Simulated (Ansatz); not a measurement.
Complex (SMILES): F (HF) with S (H2S), atoms 1 to 2 the first; geometry from B3LYP-D3(BJ)/def2-TZVP, monomers rigid:
```xyz
5

F      1.0514    -0.0999    -0.0372
H      0.2433     0.3752     0.0204
S     -1.5978     1.6545     0.0327
H     -1.5779     1.8425    -1.2976
H     -0.9121     2.7859     0.2673
```

Interaction energy at CCSD(T) with Ansatz (a first-principles code), kcal/mol, without and with the counterpoise correction (monomers among the partner's ghost functions). Cartesian d functions, on some or all atoms, in 6-31+G*; all else is spherical. Cores are frozen. No added dispersion term, no relativity. Reference, counterpoise-corrected: Hartree-Fock in aug-cc-pV(Q+d)Z plus the correlation part extrapolated as X^-3 from aug-cc-pV(T+d)Z and aug-cc-pV(Q+d)Z, -5.33.

```json
[
 {"basis": "STO-3G", "functions": "17", "uncorrected": "-2.13"},
 {"basis": "def2-SV(P)", "functions": "38", "uncorrected": "-5.70"},
 {"basis": "6-31+G*", "functions": "48", "uncorrected": "-5.19"},
 {"basis": "aug-cc-pV(D+d)Z", "functions": "82", "uncorrected": "-5.53"},
 {"basis": "6-311++G(2d,2p)", "functions": "92", "uncorrected": "-5.63"},
 {"basis": "cc-pV(T+d)Z", "functions": "111", "uncorrected": "-5.13"},
 {"basis": "def2-TZVPP", "functions": "115", "uncorrected": "-5.15"},
 {"basis": "aug-cc-pV(T+d)Z", "functions": "170", "uncorrected": "-5.58"},
 {"basis": "def2-QZVPP", "functions": "217", "uncorrected": "-5.22"},
 {"basis": "def2-QZVP", "functions": "217", "uncorrected": "-5.22"},
 {"basis": "aug-cc-pV(Q+d)Z", "functions": "307", "uncorrected": "-5.43"},
 {"basis": "aug-pcseg-3", "functions": "321", "uncorrected": "-5.55"}
]
```

**Question.** How large is the counterpoise correction in each set?

**Answer.** STO-3G 4.66, def2-SV(P) 2.16, 6-31+G* 1.63, aug-cc-pV(D+d)Z 1.18, 6-311++G(2d,2p) 1.07, cc-pV(T+d)Z 0.96, def2-TZVPP 0.69, aug-cc-pV(T+d)Z 0.60, def2-QZVPP 0.27, def2-QZVP 0.27, aug-cc-pV(Q+d)Z 0.25, aug-pcseg-3 0.45 kcal/mol. The corrected value lies nearer the reference in 0 of 12 rows.
